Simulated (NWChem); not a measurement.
## Correlation energy of HBN

SMILES: B=[N]
```xyz
3

B      0.0000     0.0000    -0.6134
N      0.0000     0.0000     0.6948
H      0.0000     0.0000    -1.7968
```
Charge 0, spin multiplicity 2.

Program: NWChem. The geometry was optimised at UB3LYP/def2-SVP, a minimum by its harmonic frequencies.

Basis set: cc-pVDZ. Each correlation energy counts from its own Hartree-Fock reference.

The correlated methods keep 2 core orbitals frozen. The structure started from a generated list of species. The unpaired electrons of the parent sit in orbitals of symmetry b2 (C2v labels of the run); other states weren't searched. The stability of the SCF solutions was not checked. Open-shell Hartree-Fock references start from PBE0 orbitals. No row is a measurement; the coupled-cluster row has its own basis-set and correlation limits.

Q: For the correlation energy, CCSD[T] on UHF gives -232.8 mHa and CCSD on UHF gives -224.6 mHa. What do CCSD(T) on ROHF, CCSD[T] on ROHF, CCSD(T) on UHF give?

A: CCSD(T) on ROHF: -235.6 mHa; CCSD[T] on ROHF: -236.3 mHa; CCSD(T) on UHF: -232.1 mHa.
